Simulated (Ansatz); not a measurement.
Geometry optimisation, RKS PBE-D4/def2-SVP in Ansatz.

input.yaml

```yaml
crystal:
  periodic: [false, false, false]
  atoms:
    - { symbol: Ge, position_ang: [0.127593, -0.006019, 0.219456] }
    - { symbol: H, position_ang: [0.266769, -0.261984, 1.727434] }
    - { symbol: C, position_ang: [2.076352, 0.029307, 0.244854] }
    - { symbol: H, position_ang: [2.410722, -0.955155, 0.63948] }
    - { symbol: H, position_ang: [2.607938, 0.222988, -0.712271] }
    - { symbol: H, position_ang: [2.374215, 0.80995, 0.977857] }
    - { symbol: H, position_ang: [-0.563994, 1.337798, -0.107881] }
    - { symbol: H, position_ang: [-0.509395, -1.176886, -0.56513] }
basis:
  gaussian: { orbitals: def2-SVP }
hamiltonian:
  xc: pbe
  dispersion: d4
relax:
  f_tol: 0.03
  max_steps: 50
output:
  orbitals: {}
```

Command:

```bash
$ ansatz run input.yaml --threads 2 --pin off --max-ram 3072MiB --backend cpu --events-out ev --progress --plain --runs-dir out
```

Task: Where does it end, and by what steps?

Result: The forces met the threshold. After 4 steps the energy has fallen by 0.388 eV; H2 moved furthest, 0.54 Å.

```csv
step,energy less start (eV),largest force component (eV/Å),accepted
0,0.0000,1.135,yes
1,-0.2383,0.548,yes
2,-0.3417,0.361,yes
3,-0.3860,0.201,yes
4,-0.3877,0.022,yes
```

```xyz
8
Properties=species:S:1:pos:R:3
Ge 0.176 -0.028 0.360
H -0.265 -0.302 1.824
C 2.139 0.032 0.238
H 2.573 -0.934 0.560
H 2.454 0.231 -0.805
H 2.539 0.834 0.888
H -0.437 1.323 -0.096
H -0.389 -1.157 -0.545
```

Time of the run: 5.5 s on 2 threads of Arm Neoverse V1, on a shared host, peak memory 0.14 GiB.
